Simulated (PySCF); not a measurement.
**Mass spectrum arithmetic for `BP(B)[SiH3]`**

Species: `BP(B)[SiH3]`.

Calculated from tabulated atomic weights, isotope masses and abundances; no fragmentation.

(1) Find the molar and monoisotopic masses of B2H7PSi.

(2) Work out the cluster of the molecular ion M+•, one line a nominal mass.

(3) Count the protons, neutrons and electrons of the monoisotopic species, and give its exact less its nominal mass.

(4) Which m/z would the protonated, sodiated and deprotonated molecule have?

(5) What resolving power m/Δm just matches the spacing of the species with one 29Si and with one 2H?

## Answers

(1) For B2H7PSi, with standard atomic weights, 2 × 10.810 + 1 × 30.974 + 1 × 28.085 + 7 × 1.008 = 87.735 g/mol. From the most abundant isotopes (11B, 31P, 28Si, 1H), 2 × 11.009305 + 1 × 30.973762 + 1 × 27.976927 + 7 × 1.007825 = 88.0241 u.

(2) 
| nominal mass | m/z (centroid) | relative intensity |
| --- | --- | --- |
| 86 | 86.0308 | 6.0 |
| 87 | 87.0272 | 48.7 |
| 88 | 88.0236 | 100.0 |
| 89 | 89.0234 | 6.6 |
| 90 | 90.0204 | 3.3 |

Lines under 0.1 % of the tallest are left out. One electron mass, 0.00055 u, is taken off. Abundances used (%; other tables differ somewhat): 10B 19.9, 11B 80.1; 28Si 92.2297, 29Si 4.6832, 30Si 3.0872; 1H 99.9885, 2H 0.0115.

(3) 46 protons, 42 neutrons and 46 electrons; 88.0241 − 88 = +0.0241 u.

(4) [M+H]+ 89.0314, [M+Na]+ 111.0133, [M−H]− 87.0168, for the monoisotopic species (arithmetic only; whether such ions form is another matter).

(5) They lie 0.00671 u apart at mass 89.02, so m/Δm is about 13000.
